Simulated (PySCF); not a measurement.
An unknown shows these calculated signals:

¹H NMR (400 MHz, computed): δ 5.47 (m, 2H), 4.50 (m, 1H), 3.94 (q, 2H), 2.07 (s, 3H), 1.34 (t, 3H).

¹³C{¹H} NMR (computed): δ 174.4 (C), 98.5 (CH), 65.2 (CH2), 20.7 (CH3), 17.5 (CH3).

PySCF 2.14.0 with density-fitted response routines calculation with structure optimised with GFN2-xTB and GIAO PBE0/pcSseg-1 shieldings; a single conformation, averaged over atoms made equivalent by symmetry, fast rotation or ring inversion, in vacuum, non-relativistic Hamiltonian.

Referencing at the same level of theory: ¹H and ¹³C vs TMS.

**Question.** Which of these does the molecule contain: a Si–CH3 group, a non-aromatic C=C double bond, a Si–H bond, a benzene ring, a CH3CH2 unit, a vinyl group CH=CH2?

**Answer.** 
- A Si–CH3 group: no.
- A non-aromatic C=C double bond: yes.
- A Si–H bond: yes (δH 5.47 (m)).
- A benzene ring: no.
- A CH3CH2 unit: yes (δC 17.5, 65.2; δH 1.34 (t), 3.94 (q)).
- A vinyl group CH=CH2: no.

The data belong to `[SiH2](/C=C(\OCC)C)F`, C5H11FOSi; they needn't prove each group on their own.

Carbon signals by region: 1 in the far downfield region (above 160 ppm), 2 at 50–100 ppm, 2 below 50 ppm. Above 160 ppm: 174.4, alkene carbon bearing oxygen.

Splittings by ¹⁹F in the carbon and heteronuclear signals aren't shown, as no couplings were computed. Shifts are as computed. Against solution values, carbons near 30 ppm lie about +3 ppm off and those near 130 ppm about +5 ppm. Of 1211 compounds with measured shifts, 218 miss one by over three times the rms of a fit or turn the order of signals round; such compounds aren't used in these exercises. No couplings were computed; multiplicities are counted from neighbouring protons, with m where these are inequivalent, close in shift, in a saturated or five-membered ring or joined by F or P, and br s for small geminal =CH2 splittings.
